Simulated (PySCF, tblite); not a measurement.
Isomers of C4H12NPSi2, one GFN2-xTB conformer each. Single-point energies are computed at PBE0/pcSseg-1 (PySCF, gas phase, no added dispersion term), electronic only.

Question: Rank them by PBE0/pcSseg-1 energy, lowest first (kJ/mol).
A. `[CH:1]#[C:2][CH2:3][NH:4][SiH2:5][PH:6][SiH2:7][CH3:8]` with C2–C3–N4–Si5 81°, C3–N4–Si5–P6 -174°, N4–Si5–P6–Si7 -171°, Si5–P6–Si7–C8 165°
B. `[CH2:1]=[CH:2][N:3]1[CH2:4][SiH2:5][Si@H:6]([PH2:7])[CH2:8]1` with C1–C2–N3–C4 149°, Si5–Si6–P7–H 69° and -24°, C2–N3–C4–Si5 -86°, N3–C4–Si5–Si6 -29°, C4–Si5–Si6–P7 116°, Si5–Si6–C8–N3 27°
C. `[CH2:1]=[C:2](/[CH:3]=[N:4]/[SiH2:5][PH2:6])[CH2:7][SiH3:8]` with C1–C2–C3–N4 179°, C3–N4–Si5–P6 107°, N4–Si5–P6–H 73° and 166°, C1–C2–C7–Si8 -100°

Answer: C (0.0), B (0.8), A (32.9).

As drawn, the lowest has a C=N bond and a C=C bond outside aromatic rings, which the highest lacks; the highest has a C≡C bond and an N–H bond, which the lowest lacks. Neighbours under 10 kJ/mol apart (C=C(/C=N/[SiH2]P)C[SiH3] and C=CN1C[SiH2][Si@H](P)C1) can change places with a better method, another conformer or zero-point energy. GFN2-xTB itself gives, in the same order: 0.0, 65.9, 69.5. Both levels put the same isomer lowest; measured from each level's own lowest isomer, the values differ by up to 65.1 kJ/mol (C=CN1C[SiH2][Si@H](P)C1: 65.9 against 0.8).

Which frontier levels, dipoles and rotational constants go with these structures?

| SMILES | HOMO (eV, PBE0/pcSseg-1) | LUMO (eV) | dipole (D) | A, B, C (MHz) |
| --- | --- | --- | --- | --- |
| C=C(/C=N/[SiH2]P)C[SiH3] | -7.09 | -1.73 | 1.68 | 1641, 656.1, 514.7 |
| C=CN1C[SiH2][Si@H](P)C1 | -5.59 | -0.26 | 1.86 | 1430, 1045, 755.6 |
| C#CCN[SiH2]P[SiH2]C | -7.10 | 0.15 | 0.65 | 3924, 391.7, 385.0 |

What happens when harmonic zero-point energies from GFN2-xTB frequencies are added?

| SMILES | ZPE (kJ/mol) | electronic (kJ/mol) | with ZPE (kJ/mol) |
| --- | --- | --- | --- |
| C=C(/C=N/[SiH2]P)C[SiH3] | 361.8 | 0.0 | 0.0 |
| C=CN1C[SiH2][Si@H](P)C1 | 381.5 | 0.8 | 20.5 |
| C#CCN[SiH2]P[SiH2]C | 371.5 | 32.9 | 42.7 |

The zero-point energies span 19.7 kJ/mol. The order is unchanged.

As an exercise, what shares would exp(−E/RT) give at 1000 K from these electronic energies alone (no entropy, no degeneracies)?

RT = 8.314 kJ/mol: C=C(/C=N/[SiH2]P)C[SiH3] 51.9 %, C=CN1C[SiH2][Si@H](P)C1 47.2 %, C#CCN[SiH2]P[SiH2]C 1.0 %.
